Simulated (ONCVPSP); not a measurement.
vanadium (V): excitation energies, all-electron against ONCV

V (Z = 23), optimised norm-conserving Vanderbilt (ONCV), made with ONCVPSP 4.0.1 (LDA (Perdew-Zunger), scalar-relativistic). Core [Ar], reference 3d4 4s1. Waves: 4s: rc 2.90 bohr, ncon 3, nbas 7, qcut 2 1/bohr, 3 projectors, debl 2.4 Ha; p scattering state at 0.33 Ha: rc 2.85 bohr, ncon 4, nbas 8, qcut 3.2 1/bohr, 2 projectors, debl 0.5 Ha; 3d: rc 1.85 bohr, ncon 3, nbas 8, qcut 7 1/bohr, 1 projector. Local part: polynomial inside 1.55 bohr (lpopt 5, dvloc0 2 Ha). Core correction: Teter function fitted to the true core (icmod 2), fcfact 0.25.

In the p channel the program set the typed energies aside and used 0.050, 0.550 Ha.

Energies are relative to the spin-unpolarised reference configuration 3d4 4s1; without spin polarisation the order of configurations can differ from experiment.

```csv
valence configuration,charge,ΔE all-electron (eV),error AE − PS (meV)
3d3 4s2,0,-0.541,-14
3d3 4s1,+1,7.400,-37
3d3.5 4s1.5,0,-0.514,-4.5
```

(1) What are ΔE and the potential's error for 3d3 4s0?

Note: no bound ghost flagged; GHOST(+) flagged for s at 133.7 eV.

Results:

(1) ΔE = 21.945 eV all-electron; the error (AE − PS) is -116 meV.
